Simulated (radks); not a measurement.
Results of a calculation; reference values are marked as such.
Q: Species: neutral titanium. Configuration: [Ar] 3d2 4s2 (the NIST ground configuration). Level of theory: scalar-relativistic Kohn-Sham, LDA (Slater exchange, Perdew-Zunger correlation), spin-polarised, spherical densities, point nucleus; open shells are filled with parallel spins first (a radial shooting solver on a logarithmic mesh with Libxc functionals). Some entries of the table are withheld. Estimate them.

| orbital | occ. | eigenvalue (hartree) | <1/r> (bohr^-1) |
|---|---|---|---|
| 1s down | 1 | -178.4491 | 21.76 |
| 1s up | 1 | -178.4491 | 21.76 |
| 2s up | 1 | -19.67903 | 4.533 |
| 2s down | 1 | -19.65807 | 4.536 |
| 2p up | 3 | -16.31460 | 4.444 |
| 2p down | 3 | -16.29817 | 4.447 |
| 3s up | 1 | -2.30900 | 1.398 |
| 3s down | 1 | -2.25049 | 1.396 |
| 3p up | 3 | (1) | (2) |
| 3p down | 3 | (3) | (4) |
| 3d up | 2 | -0.18252 | 0.8758 |
| 4s up | 1 | -0.17613 | 0.3809 |
| 4s down | 1 | -0.15906 | 0.3643 |
| 3d down | 0 | -0.13335 | 0.8453 |

A: 
(1) 3p up eigenvalue (hartree): -1.44608
(2) 3p up <1/r> (bohr^-1): 1.266
(3) 3p down eigenvalue (hartree): -1.38859
(4) 3p down <1/r> (bohr^-1): 1.263
